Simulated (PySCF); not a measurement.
# Radial density of Cr⁺ (chromium, charge +1)

UHF, [Ar] 3d4 4p1, one real determinant (an excited configuration). All numbers are calculated (PySCF 2.14, scalar relativity by spin-free X2C-1e, in aug-cc-pVTZ-DK (8s7p5d3f2g, 93 functions)).

| r (bohr) | 4πr²ρ (e/bohr) | 4πr²(ρα − ρβ) |
| --- | --- | --- |
| 0.000867 | 0.1252 | 0.0000 |
| 0.00146 | 0.3201 | 0.0000 |
| 0.00245 | 0.8054 | 0.0000 |
| 0.00413 | 1.971 | -0.0001 |
| 0.00694 | 4.609 | -0.0002 |
| 0.0117 | 9.928 | -0.0005 |
| 0.0196 | 18.53 | -0.0009 |
| 0.0330 | 27.13 | -0.0007 |
| 0.0556 | 27.53 | 0.0031 |
| 0.0935 | 21.90 | 0.0178 |
| 0.157 | 28.33 | 0.0814 |
| 0.264 | 27.51 | 0.4483 |
| 0.445 | 10.86 | 1.7313 |
| 0.748 | 13.35 | 3.2016 |
| 1.26 | 6.939 | 2.3500 |
| 2.12 | 1.095 | 0.8141 |
| 3.56 | 0.3530 | 0.3518 |
| 5.99 | 0.06458 | 0.0646 |
| 10.1 | 0.0008194 | 0.0008 |

Densities and radii are taken from the X2C orbitals without a picture-change correction, which distorts them close to the nucleus.

⟨L²⟩ = 8.02 against 12 for a pure F term, so this real determinant mixes terms.
